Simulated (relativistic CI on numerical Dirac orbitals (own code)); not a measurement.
Spin-allowed bands of a d3 ion in a tetrahedral site, by hand

Problem. Take Δ = 4200 cm⁻¹ and B = 680 cm⁻¹ for a d3 ion in a tetrahedral site. Calculate the three spin-allowed bands.

Working.
1. The terms of highest spin are 4F (energy 0) and 4P (15B = 10200 cm⁻¹). Here the F term splits into A2 at +1.2Δ = 5040, T2 at +0.2Δ = 840 and T1 at −0.6Δ = -2520 cm⁻¹.
2. The two T1 states mix through the element 0.4Δ: H = [[-2520, 1680], [1680, 10200]], with roots ½(H₁₁ + H₂₂) ∓ ½√[(H₂₂ − H₁₁)² + 4H₁₂²] = ½(7680) ∓ ½(13156) = -2738 and 10418 cm⁻¹.
3. The ground term is 4T1 at -2738 cm⁻¹.
4. Bands: 4T2 3578 cm⁻¹ (2795 nm), 4A2 7778 cm⁻¹ (1286 nm), 4T1(P) 13156 cm⁻¹ (760 nm).

Check. Exact diagonalisation of the whole d3 shell with these parameters gives 4T2 3578, 4A2 7778, 4T1 13156 cm⁻¹. The match is exact, since without spin-orbit coupling no other term has this spin. The ratio of the second band to the first, 2.174, depends on Δ/B = 6.2 alone, which is how a Tanabe-Sugano diagram is read.
